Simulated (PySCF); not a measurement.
## Optical rotation: `C(#N)C[C@@H]1C[C@H]1[SiH2]P`, C5H10NPSi

Geometry (Å), atoms numbered from 1 in this order:
```xyz
18

N    -2.761    2.233   -0.016
C    -2.544    1.203   -0.461
C    -2.263   -0.098   -1.013
C    -1.020   -0.727   -0.409
C    -0.655   -0.484    1.017
C     0.181    0.119   -0.081
Si    1.915   -0.535   -0.420
P     2.919    0.978   -1.730
H    -2.137    0.013   -2.096
H    -3.132   -0.740   -0.832
H    -0.828   -1.718   -0.804
H    -0.240   -1.304    1.585
H    -1.280    0.178    1.599
H     0.035    1.185   -0.228
H     1.857   -1.796   -1.173
H     2.609   -0.800    0.849
H     4.175    0.415   -1.612
H     3.160    1.885   -0.715
```

Computed, not measured: TDDFT PBE0/def2-SVPD circular dichroism and optical rotation, one conformer, gas phase (PySCF). Geometry: GFN2-xTB.

The molecule is flexible and this is one conformer; a measurement averages over conformers. States above about 7.5 eV (minus the energy of the highest occupied orbital) lie near or above the ionisation threshold and depend on the basis.

Stereocentres: C4 R, C6 R.

**Question.** What is the specific rotation at 633, 589.3, 546, 436, 405, 365, 355 nm?

**Answer.** [α] in deg dm⁻¹ (g/mL)⁻¹:
| λ (nm) | origin-invariant length gauge | modified velocity gauge | length gauge (centre of mass) | isotropic polarisability (au) |
| --- | --- | --- | --- | --- |
| 633 | -103.0 | -109.9 | -101.8 | 115.9 |
| 589.3 | -120.5 | -128.5 | -119.0 | 116.4 |
| 546 | -142.6 | -152.2 | -140.8 | 117.0 |
| 436 | -239.5 | -256.2 | -236.3 | 119.7 |
| 405 | -286.5 | -306.7 | -282.5 | 120.9 |
| 365 | -372.9 | -399.9 | -367.6 | 123.0 |
| 355 | -401.3 | -430.5 | -395.4 | 123.7 |

**Question.** And for the mirror image at 589.3 nm?

**Answer.** +120.5 deg dm⁻¹ (g/mL)⁻¹ (origin-invariant length gauge): the same size and the opposite sign.

**Question.** What is the molar rotation [Φ] = [α]·M/100 of the geometry above at 589.3 nm?

**Answer.** With M = 143.20 g/mol, -172.5 deg cm² dmol⁻¹ (origin-invariant length gauge).

The first excitation lies at 6.50 eV (191 nm) with R = -51.6 × 10⁻⁴⁰ esu² cm² (velocity form).
